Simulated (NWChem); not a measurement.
System: GaHOBrCl; SMILES [Br][Ga]([Cl])[OH]

NWChem input:

```
start job
memory heap 200 mb stack 900 mb global 1100 mb
geometry units angstroms noautosym nocenter noautoz
  Ga     0.377925    -0.421438     0.000000
  Cl    -0.931899    -2.130686     0.000000
  Br    -0.444451     1.698961     0.000000
  O      2.151840    -0.649179     0.000000
  H      2.377704    -1.599890     0.000000
end
basis spherical
  Ga library def2-svp
  Cl library def2-svp
  Br library def2-svp
  O library def2-svp
  H library def2-svp
end
dft
  xc pbe0
  iterations 150
end
property
  efieldgrad
end
task dft property
```

Output (shortened):

```
             Northwest Computational Chemistry Package (NWChem) 7.3.0
             --------------------------------------------------------

                             Geometry "geometry" -> ""
                             -------------------------

 Output coordinates in angstroms (scale by  1.889725989 to convert to a.u.)

  No.       Tag          Charge          X              Y              Z
 ---- ---------------- ---------- -------------- -------------- --------------
    1 Ga                  31.0000     0.37792500    -0.42143800     0.00000000
    2 Cl                  17.0000    -0.93189900    -2.13068600     0.00000000
    3 Br                  35.0000    -0.44445100     1.69896100     0.00000000
    4 O                    8.0000     2.15184000    -0.64917900     0.00000000
    5 H                    1.0000     2.37770400    -1.59989000     0.00000000

 Effective nuclear repulsion energy (a.u.)     618.6099735150

                              NWChem Property Module
                              ----------------------

  itol2e modified to match energy
  convergence criterion.

                                 NWChem DFT Module
                                 -----------------

 Summary of "ao basis" -> "ao basis" (spherical)
 ------------------------------------------------------------------------------
       Tag                 Description            Shells   Functions and Types
 ---------------- ------------------------------  ------  ---------------------
 Ga                         def2-svp                12       32   5s4p3d
 Cl                         def2-svp                 8       18   4s3p1d
 Br                         def2-svp                12       32   5s4p3d
 O                          def2-svp                 6       14   3s2p1d
 H                          def2-svp                 3        5   2s1p

  itol2e modified to match energy
  convergence criterion.

            General Information
            -------------------
          SCF calculation type: DFT
          Wavefunction type:  closed shell.
          No. of atoms     :     5
          No. of electrons :    92
           Alpha electrons :    46
            Beta electrons :    46
          Charge           :     0
          Spin multiplicity:     1
          Use of symmetry is: off; symmetry adaption is: off
          Maximum number of iterations: 150
          AO basis - number of functions:   101
                     number of shells:    41
          Convergence on energy requested:  1.00D-07
          Convergence on density requested:  1.00D-05
          Convergence on gradient requested:  5.00D-04

              XC Information
              --------------
                         PBE0 Method XC Functional
                     Hartree-Fock (Exact) Exchange  0.250
          PerdewBurkeErnzerhof Exchange Functional  0.750
            Perdew 1991 LDA Correlation Functional  1.000 local
           PerdewBurkeErnz. Correlation Functional  1.000 non-local

             Grid Information
             ----------------
          Grid used for XC integration:  fine
          Radial quadrature: Mura-Knowles
          Angular quadrature: Lebedev.
          Tag              B.-S. Rad. Rad. Pts. Rad. Cut. Ang. Pts.
          ---              ---------- --------- --------- ---------
          Ga                  1.30      140           8.0       974
          Cl                  1.00      123          11.0       770
          Br                  1.15      140          11.0       974
          O                   0.60       70          10.0       590
          H                   0.35       60          11.0       590
          Grid pruning is: on
          Number of quadrature shells:   533
          Spatial weights used:  Erf1

      Superposition of Atomic Density Guess
      -------------------------------------

 Sum of atomic energies:       -5029.57562166

      Non-variational initial energy
      ------------------------------

 Total energy =   -5030.187204
 1-e energy   =   -8240.193554
 2-e energy   =    2591.396377
 HOMO         =      -0.406398
 LUMO         =      -0.046619

   convergence    iter        energy       DeltaE   RMS-Dens  Diis-err
 ---------------- ----- ----------------- --------- --------- ---------
 d= 0,ls=0.0,diis     1  -5033.5370497608 -5.65D+03  1.63D-02  8.21D-01
 d= 0,ls=0.0,diis     2  -5033.4005089937  1.37D-01  9.85D-03  2.17D+00
 d= 0,ls=0.0,diis     3  -5033.6294280771 -2.29D-01  2.12D-03  7.20D-02
 d= 0,ls=0.0,diis     4  -5033.6353134381 -5.89D-03  9.58D-04  8.95D-03
 d= 0,ls=0.0,diis     5  -5033.6364838410 -1.17D-03  1.92D-04  9.52D-04
  Resetting Diis
 d= 0,ls=0.0,diis     6  -5033.6365632910 -7.94D-05  2.58D-05  4.40D-05
 d= 0,ls=0.0,diis     7  -5033.6365657691 -2.48D-06  8.71D-06  3.57D-07
 d= 0,ls=0.0,diis     8  -5033.6365657501  1.89D-08  5.18D-06  6.08D-07

         Total DFT energy =    -5033.636565750146
      One electron energy =    -8239.615747903579
           Coulomb energy =     2790.310740516921
    Exchange-Corr. energy =     -202.941531878527
 Nuclear repulsion energy =      618.609973515039

 Numeric. integr. density =       92.000000226157

                       DFT Final Molecular Orbital Analysis
                       ------------------------------------

 Vector   44  Occ=2.000000D+00  E=-3.412115D-01
              MO Center= -3.6D-01, -1.5D+00, -1.8D-09, r^2= 3.6D+00
   Bfn.  Coefficient  Atom+Function         Bfn.  Coefficient  Atom+Function
  ----- ------------  ---------------      ----- ------------  ---------------
    43      0.480584  2 Cl px                40      0.358598  2 Cl px
    44     -0.277525  2 Cl py                86      0.241539  4 O  px
    37      0.208316  2 Cl px                41     -0.208794  2 Cl py
    89      0.164877  4 O  px                65      0.126887  3 Br px
    62      0.125699  3 Br px                38     -0.120872  2 Cl py

 Vector   45  Occ=2.000000D+00  E=-3.260133D-01
              MO Center= -1.9D-01,  1.3D+00, -7.6D-09, r^2= 2.8D+00
   Bfn.  Coefficient  Atom+Function         Bfn.  Coefficient  Atom+Function
  ----- ------------  ---------------      ----- ------------  ---------------
    67      0.558657  3 Br pz                64      0.497849  3 Br pz
    61     -0.330559  3 Br pz                88     -0.200012  4 O  pz
    91     -0.152097  4 O  pz                45     -0.108362  2 Cl pz
    58      0.107380  3 Br pz                42     -0.079130  2 Cl pz
    19     -0.051852  1 Ga d -1              39     -0.045972  2 Cl pz

 Vector   46  Occ=2.000000D+00  E=-3.211242D-01
              MO Center= -4.3D-01,  1.3D+00,  3.8D-09, r^2= 2.6D+00
   Bfn.  Coefficient  Atom+Function         Bfn.  Coefficient  Atom+Function
  ----- ------------  ---------------      ----- ------------  ---------------
    65      0.517682  3 Br px                62      0.472473  3 Br px
    59     -0.311724  3 Br px                66      0.233016  3 Br py
    63      0.211258  3 Br py                44      0.173302  2 Cl py
    60     -0.139794  3 Br py                41      0.129450  2 Cl py
    56      0.101220  3 Br px                38      0.075190  2 Cl py

 Vector   47  Occ=0.000000D+00  E=-6.271339D-02
              MO Center=  1.9D-01, -3.1D-01,  1.5D-08, r^2= 4.4D+00
   Bfn.  Coefficient  Atom+Function         Bfn.  Coefficient  Atom+Function
  ----- ------------  ---------------      ----- ------------  ---------------
     4      0.687833  1 Ga s                  5      0.682090  1 Ga s
    66      0.420688  3 Br py                 3     -0.354129  1 Ga s
    44     -0.328916  2 Cl py                85     -0.290245  4 O  s
    36     -0.243348  2 Cl s                 63      0.239281  3 Br py
    43     -0.232889  2 Cl px                54     -0.220491  3 Br s

 Vector   48  Occ=0.000000D+00  E=-3.512437D-02
              MO Center=  3.0D-01, -3.8D-01, -9.4D-09, r^2= 3.9D+00
   Bfn.  Coefficient  Atom+Function         Bfn.  Coefficient  Atom+Function
  ----- ------------  ---------------      ----- ------------  ---------------
    17      0.673456  1 Ga pz                14      0.499717  1 Ga pz
    67     -0.261647  3 Br pz                45     -0.258503  2 Cl pz
    11     -0.228922  1 Ga pz                88     -0.205997  4 O  pz
    91     -0.198256  4 O  pz                64     -0.158103  3 Br pz
    42     -0.140934  2 Cl pz                61      0.102490  3 Br pz

 Vector   49  Occ=0.000000D+00  E= 4.772656D-02
              MO Center=  1.2D+00, -1.1D+00,  2.6D-09, r^2= 5.1D+00
   Bfn.  Coefficient  Atom+Function         Bfn.  Coefficient  Atom+Function
  ----- ------------  ---------------      ----- ------------  ---------------
    85      0.643917  4 O  s                 15     -0.624244  1 Ga px
     4      0.595288  1 Ga s                 98     -0.576200  5 H  s
     5     -0.391696  1 Ga s                 16      0.389242  1 Ga py
    66      0.300940  3 Br py                12     -0.244739  1 Ga px
    55     -0.239073  3 Br s                 90     -0.230373  4 O  py

     Multipole analysis of the density
     ---------------------------------

     L   x y z        total         alpha         beta         nuclear
     -   - - -        -----         -----         ----         -------
     0   0 0 0     -0.000000    -46.000000    -46.000000     92.000000

     1   1 0 0      0.227182      0.198599      0.198599     -0.170017
     1   0 1 0     -0.457485     -3.426228     -3.426228      6.394971
     1   0 0 1      0.000000      0.000000      0.000000      0.000000

     2   2 0 0    -40.711398   -143.203235   -143.203235    245.695073
     2   1 1 0     -3.686921     20.637588     20.637588    -44.962098
     2   1 0 1     -0.000000     -0.000000     -0.000000      0.000000
     2   0 2 0    -38.297190   -357.757644   -357.757644    677.218099
     2   0 1 1      0.000000      0.000000      0.000000      0.000000
     2   0 0 2    -37.270410    -18.635205    -18.635205      0.000000

          -----------------------
          Electric field gradient
          -----------------------

 1 a.u. = 0.324123 10**(16) esu/cm**3  ( or statvolts/cm**2 ) = 0.97174 10**(22) v/m**2

 ------------------------------------------------------------
   Atom      X         Y         Z
 ------------------------------------------------------------
    1 Ga   0.71417  -0.79640   0.00000
 ------------------------------------------------------------

 Electric field gradient in molecular frame (a.u.)
         XX             YY             ZZ             XY             XZ             YZ
 ------------------------------------------------------------------------------------------
        0.965351       0.524630      -1.489981      -0.141968      -0.000000       0.000000

 Principal components (a.u.) and orientation
 of principal axis w.r.t. absolute frame                      Asymmetry parameter eta
 --------------------------------------------------------------------------------------
       -1.489981       1.007123       0.482858                       0.351861

        0.000000       0.959334       0.282274
       -0.000000      -0.282274       0.959334
        1.000000      -0.000000       0.000000

 ------------------------------------------------------------
   Atom      X         Y         Z
 ------------------------------------------------------------
    2 Cl  -1.76103  -4.02641   0.00000
 ------------------------------------------------------------

 Electric field gradient in molecular frame (a.u.)
         XX             YY             ZZ             XY             XZ             YZ
 ------------------------------------------------------------------------------------------
        0.026070      -0.865107       0.839037      -1.519507      -0.000000       0.000000

 Principal components (a.u.) and orientation
 of principal axis w.r.t. absolute frame                      Asymmetry parameter eta
 --------------------------------------------------------------------------------------
       -2.003012       1.163975       0.839037                       0.162225

        0.599418       0.800436       0.000000
        0.800436      -0.599418      -0.000000
        0.000000      -0.000000       1.000000

 ------------------------------------------------------------
   Atom      X         Y         Z
 ------------------------------------------------------------
    3 Br  -0.83989   3.21057   0.00000
 ------------------------------------------------------------

 Electric field gradient in molecular frame (a.u.)
         XX             YY             ZZ             XY             XZ             YZ
 ------------------------------------------------------------------------------------------
        1.794271      -3.592241       1.797971       2.326964      -0.000000      -0.000001

 Principal components (a.u.) and orientation
 of principal axis w.r.t. absolute frame                      Asymmetry parameter eta
 --------------------------------------------------------------------------------------
       -4.458254       2.660283       1.797971                       0.193419

       -0.348792       0.937200       0.000001
        0.937200       0.348792       0.000000
        0.000000      -0.000001       1.000000

 ------------------------------------------------------------
   Atom      X         Y         Z
 ------------------------------------------------------------
    4 O    4.06639  -1.22677   0.00000
 ------------------------------------------------------------

 Electric field gradient in molecular frame (a.u.)
         XX             YY             ZZ             XY             XZ             YZ
 ------------------------------------------------------------------------------------------
       -0.279882      -0.848068       1.127950       0.644216       0.000000      -0.000000

 Principal components (a.u.) and orientation
 of principal axis w.r.t. absolute frame                      Asymmetry parameter eta
 --------------------------------------------------------------------------------------
       -1.268051       1.127950       0.140101                       0.779029

       -0.546124      -0.000000       0.837705
        0.837705      -0.000000       0.546124
        0.000000       1.000000       0.000000

 ------------------------------------------------------------
   Atom      X         Y         Z
 ------------------------------------------------------------
    5 H    4.49321  -3.02335   0.00000
 ------------------------------------------------------------

 Electric field gradient in molecular frame (a.u.)
         XX             YY             ZZ             XY             XZ             YZ
 ------------------------------------------------------------------------------------------
        0.164195      -0.396028       0.231833       0.152164      -0.000000       0.000000

 Principal components (a.u.) and orientation
 of principal axis w.r.t. absolute frame                      Asymmetry parameter eta
 --------------------------------------------------------------------------------------
       -0.434690       0.231833       0.202857                       0.066657

       -0.246255       0.000000       0.969205
        0.969205       0.000000       0.246255
       -0.000000       1.000000      -0.000000
```

Level: PBE0/def2-SVP. Structure relaxed at the PBE-D3(BJ)/def2-SVP level. NWChem prints the field gradient with the sign opposite to the second derivative of the potential.
